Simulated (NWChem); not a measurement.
System: C$_{3}$H$_{3}$BO$_{3}$; SMILES C=C1B(O)OC1=O

```xyz
10

C     -2.0765     0.6210     0.0000
C     -0.8182     0.1808     0.0000
B      0.1538    -1.0430     0.0000
O      0.1006    -2.3842     0.0000
O      1.2972    -0.2148     0.0000
C      0.4717     0.9515     0.0000
O      0.8533     2.0818     0.0000
H     -2.3008     1.6859     0.0000
H     -2.9220    -0.0622     0.0000
H      0.9820    -2.7905     0.0000
```
Atoms are numbered in this order, from 1.

All runs: NWChem. Medium grid unless said otherwise, to which SCAN and Minnesota functionals are sensitive. Geometry: optimised at B3LYP/6-31G* (spherical d). Hybrids' shares of exact exchange are those that their runs print; pure functionals count as 0. The functionals differ in more than this share.

| row | share of exact exchange | orbital gap (eV) |
|---|---|---|
| PBE/def2-TZVP | 0.00 | 3.67 |
| BLYP/def2-TZVP | 0.00 | 3.71 |
| B3LYP/def2-TZVP | 0.20 | 5.70 |
| PW6B95/def2-TZVP | 0.28 | withheld |
| M06-2X/def2-TZVP | 0.54 | 8.61 |

**Question.** Fit a straight line of the last column on the one before it, predict the withheld value, and compare with the run.

**Answer.** 
1. Means of the 4 shown rows: x = 0.185, y = 5.422. Slope Σ(x − x̄)(y − ȳ)/Σ(x − x̄)² = 1.777/0.1947 = 9.126; intercept 3.734.
2. The shown rows scatter about the line by 0.082 (root mean square); the largest residual is +0.14, at B3LYP/def2-TZVP.
3. At x = 0.28 (PW6B95/def2-TZVP; inside the shown range) the line gives 6.29.
4. The run gives 6.36, +0.07 from the line, 0.8 times the scatter.
